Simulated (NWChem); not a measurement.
## Basis-set dependence for BeO

```
Be
O 1 1.3594
```
Charge 0, spin multiplicity 1.

Program: NWChem. The geometry was optimised at PBE/def2-SVP, a minimum by its harmonic frequencies.

Hartree-Fock energies in Ha, correlation energies in mHa.

The correlated methods keep 2 core orbitals frozen. The Pople sets run with spherical d functions. The structure started from a generated list of species. Coupled-cluster values serve here as a point of comparison, not as the truth.

```json
[
 {"basis": "cc-pVDZ", "functions": "28", "RHF": "-89.40843", "MP2": "-246.0", "SCS-MP2": "-236.6", "CCSD": "-239.7", "CCSD+T(CCSD)": "-256.5", "CCSD(T)": "-250.9", "CR-CCSD[T]": "-253.2", "CR-CCSD(T)": "-249.0", "CCSDT": "-252.0"},
 {"basis": "6-311G**", "functions": "36", "RHF": "-89.42871", "MP2": "-259.7", "SCS-MP2": "-249.9", "CCSD": "-251.1", "CCSD+T(CCSD)": "-269.6", "CCSD(T)": "-264.6", "CR-CCSD[T]": "-266.0", "CR-CCSD(T)": "-262.2", "CCSDT": "-265.3"},
 {"basis": "cc-pVTZ", "functions": "60", "RHF": "-89.43983", "MP2": "-302.6", "SCS-MP2": "-293.7", "CCSD": "-291.7", "CCSD+T(CCSD)": "-312.2", "CCSD(T)": "-308.1", "CR-CCSD[T]": "-308.3", "CR-CCSD(T)": "-305.2", "CCSDT": "not run"},
 {"basis": "cc-pVQZ", "functions": "110", "RHF": "-89.44774", "MP2": "-324.0", "SCS-MP2": "-316.9", "CCSD": "-310.2", "CCSD+T(CCSD)": "-331.5", "CCSD(T)": "-328.0", "CR-CCSD[T]": "-327.6", "CR-CCSD(T)": "-324.9", "CCSDT": "not run"}
]
```

From cc-pVTZ to cc-pVQZ the Hartree-Fock energy moves by -7.9 mHa and the MP2 correlation energy by -21.5 mHa, which is 7 % of its value in the larger set.
